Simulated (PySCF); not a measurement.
A run for PySCF: R-B3LYP/3-21G on H2OSe (SMILES O[SeH]), a point of a torsion scan.

```python
from pyscf import gto, scf, dft, mp
from pyscf.data.elements import chemcore

mol = gto.M(
    atom='''
    O    -0.94893878    0.26128052    0.28091275
    Se    0.75291018    0.70189259   -0.19574029
    H    -1.28692730   -0.41751869   -0.30707983
    H     0.60749792    0.42859179   -1.62591716
    ''',
    basis='3-21g',
    charge=0, spin=0, verbose=3, max_memory=1800)
mf = dft.RKS(mol, xc='b3lyp')
mf.conv_tol = 1e-8
mf.max_cycle = 100
mf.kernel()
if not mf.converged:
    mf = mf.newton().run(mf.mo_coeff, mf.mo_occ)
```

Predict the final total energy.

-2466.1504 hartree.
